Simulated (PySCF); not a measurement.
Ligands exchanged one at a time, B Br-SH. All species are isolated molecules in the gas phase. One relaxed conformer stands for each flexible species; it need not be the lowest. Strings in code marks are SMILES.

The HOMO–LUMO gap from two functionals at the same geometries (r2SCAN-D4/def2-TZVP), both in PySCF: PBE-D3(BJ)/def2-TZVP and r2SCAN-D4/def2-TZVP. 

```tsv
species	PBE-D3(BJ)/def2-TZVP (eV)
0 of 3 Br replaced by SH	4.08
1 of 3 Br replaced by SH (`BrB(Br)S` (H–S–B–Br torsion 0°))	4.61
2 of 3 Br replaced by SH	4.67
3 of 3 Br replaced by SH (`SB(S)S`)	4.83
```

**Question.** What does r2SCAN-D4/def2-TZVP give for each?

**Answer.** 
- 0 of 3 Br replaced by SH: 4.63
- 1 of 3 Br replaced by SH (`BrB(Br)S` (H–S–B–Br torsion 0°)): 5.14
- 2 of 3 Br replaced by SH: 5.19
- 3 of 3 Br replaced by SH (`SB(S)S`): 5.36
Over these rows, drawn at random from the members with no instability flagged (it was tested for open shells, ions and some series alone), PBE minus r2SCAN-D4: mean -0.53 eV, from -0.55 eV to -0.52 eV.
